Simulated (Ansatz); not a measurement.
`[SiH3]COCS` + H₂O → `OCOC[SiH3]` + H₂S  (formal hydrolysis of a C–S bond)

Calculated with Ansatz (gas phase, PBE0-D4/def2-TZVP geometries, no zero-point term in ΔE). CBS: MP2 limit from def2 TZ/QZ plus the TZ coupled-cluster correction, frozen cores. This one scheme is used for every species. DFT in def2-TZVPP. Each species was taken in one conformer, which may not be the lowest.

CCSD(T)/CBS gives +20.2 kJ/mol.

Problem. Another level gave +10.8 kJ/mol. Which?
A. HF/def2-TZVPP
B. CCSD/def2-TZVPP
C. PBE0-D4/def2-TZVPP
D. MP2/def2-TZVPP

Solution. B. CCSD/def2-TZVPP 10.8, PBE0-D4 16.2, HF/def2-TZVPP 0.7, MP2/def2-TZVPP 21.6 kJ/mol.

Largest T1 diagnostic among the species: 0.012.

In def2-TZVPP, CCSD(T) changes the Hartree–Fock value by +12.3 kJ/mol (the triples alone add +2.3 kJ/mol) and MP2 by +20.8 kJ/mol. The D4 term adds +4.4 kJ/mol with B3LYP and +2.4 kJ/mol with PBE0; it sums over pairs of atoms, weighted by their polarisabilities, and B3LYP, whose exchange is more repulsive, gets the larger term.

CCSD(T)/CBS has its own doubt, a few kJ/mol and more with outer-core shells, so smaller differences from it don't rank the levels.

B3LYP here is the variant with VWN-RPA as its local correlation; programs differ in this.
